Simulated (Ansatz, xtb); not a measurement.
# Relaxing a trial structure of C2OSe

The starting geometry of this gas-phase triplet was built from a drawn formula by distance geometry and a force field; its bonds are those of `[C]=C1O[Se]1`.

| atom | x (Å) | y (Å) | z (Å) |
| --- | --- | --- | --- |
| C | -1.8102 | -1.1389 | 0.6773 |
| C | -1.4660 | -0.3156 | -0.2553 |
| O | -1.6875 | 0.9969 | -1.0114 |
| Se | -0.5503 | -0.0798 | -1.7891 |

Q: Where would you expect an optimisation with r2SCAN-D4/def2-SVP to take it?

A: It keeps its bonds, and is `[C]=C1O[Se]1`. Distances that change by over a tenth: C2–O3 (1.53 → 1.27 Å), C2–Se4 (1.80 → 2.01 Å), O3–Se4 (1.75 → 2.03 Å).

The energy falls by 1.11 eV over 10 steps:

| step | E − E(last) (eV) |
| --- | --- |
| 1 | 1.109 |
| 2 | 0.845 |
| 3 | 0.045 |
| 4 | 0.034 |
| 5 | 0.014 |
| 6 | 0.004 |
| 7 | 0.001 |
| 8 | 0.000 |
| 9 | 0.000 |
| 10 | 0.000 |

Final geometry (Å):

```xyz
4

C    -1.8284   -1.1103    0.7114
C    -1.5391   -0.2194   -0.3011
O    -1.7426    0.9116   -0.8353
Se   -0.4039   -0.1192   -1.9535
```

From the same start GFN2-xTB ends elsewhere, differing in C2–Se4 (2.85 against 2.01 Å here).

No frequencies were run, so the end isn't proven a minimum. Open shells are spin-unrestricted. The triplet needn't be the ground state. Run with Ansatz 0.2.0, 110 s on 1 thread of Arm Neoverse V2 (shared host).
